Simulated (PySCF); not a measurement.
Harmonic spectrum computed at PBE0 in the def2-TZVP basis family (core potentials from Rb on, PySCF, no spin–orbit coupling):

```
ω (cm⁻¹)  IR (km/mol)
     259         12.7
     667          139
     694          100
```

Question: Which molecule gave it? In each, all ligands are bound to the one heavy central atom.
A. InF₂ (doublet)
B. SnF₂ (singlet)
C. GaF₂ (doublet)
D. GeF₂ (singlet)

Answer: D. It has C2v symmetry with Ge–F 1.745 Å (×2).
